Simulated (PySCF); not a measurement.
## Interval between two levels of Sb⁺ by level of theory

Sb⁺ [Kr] 4d10 5s2 5p2 [3P2, M_J = 2] → Sb⁺ [Kr] 4d10 5s1 5p3 [5S2, M_J = 2], as a difference of total energies. All numbers are calculated (PySCF 2.14, the two-component X2C-1e Hamiltonian, in x2c-TZVPall-2c (8s9p5d2f, 74 functions)). Correlated levels: [Ar] 3d10 frozen; the 6 highest virtual spinors dropped. "Screened" scales the spin-orbit matrix elements by Boettger's factors to mimic the two-electron term; Breit and QED terms are absent.

Order these methods by the interval between two levels they give, lowest first.
A. GMP2 (screened spin-orbit)
B. GHF (spin-free)
C. GHF (screened spin-orbit)
D. GMP2 (spin-free)

C (31828 cm⁻¹), B (33188 cm⁻¹), A (44707 cm⁻¹), D (46275 cm⁻¹).

The spin-free rows relax to the high-spin LS determinant and lack the spin-orbit shift.

Errors of the correlated levels include the incompleteness of this basis and the frozen core.

The labels give the starting determinants; with spin-orbit coupling the two ends relaxed to ⟨J²⟩ = 6.01, ⟨L²⟩ = 2.52, ⟨S²⟩ = 1.79 and ⟨J²⟩ = 6.00, ⟨L²⟩ = 0.04, ⟨S²⟩ = 5.99.

For comparison: 46065 cm⁻¹ (measured; NIST Handbook of Basic Atomic Spectroscopic Data (Sansonetti and Martin, J. Phys. Chem. Ref. Data 34, 1559 (2005))).
